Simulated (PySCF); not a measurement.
C2H3F3Si2, SMILES F[Si](F)(F)C#C[SiH3].

Coordinates come from a PBE-D3(BJ)/def2-SVP optimisation. This is a generated structure with no PubChem entry under its InChIKey; it may be hypothetical.

Computed with PBE-D3(BJ)/def2-SVP (PySCF).

Frequencies are harmonic and unscaled.

A small imaginary wavenumber (i) marks a very flat motion, where grid noise or a shallow saddle decides the sign.

Modes within 1.5 cm⁻¹ of each other (mostly degenerate sets) share a row, with their intensities summed.

```csv
mode,ν (cm⁻¹),IR (km/mol),moving atoms (share of kinetic energy)
1,16i,0.0,H 95 %
2–3,67,0.0,"F 47 %, C 30 %, Si 17 %"
4–5,203,2.2,"C 44 %, F 44 %, H 9 %"
6,272,37.9,"F 53 %, Si 36 %, C 8 %"
7–8,288,18.4,"F 62 %, C 24 %, Si 10 %"
9–10,398,48.4,"C 63 %, F 23 %, Si 10 %"
11,464,64.4,"Si 61 %, F 33 %"
12–13,650,72.5,"H 74 %, C 16 %, Si 10 %"
14,763,3.0,"F 46 %, C 43 %, Si 10 %"
15,866,751.0,"H 44 %, Si 29 %, C 15 %, F 12 %"
16–18,901,90.1,"H 47 %, Si 23 %, C 16 %, F 15 %"
19–20,970,329.4,"Si 50 %, F 50 %"
21,2174,7.5,"C 84 %, H 15 %"
22,2185,77.9,"H 84 %, C 15 %"
23–24,2194,132.0,H 96 %
```
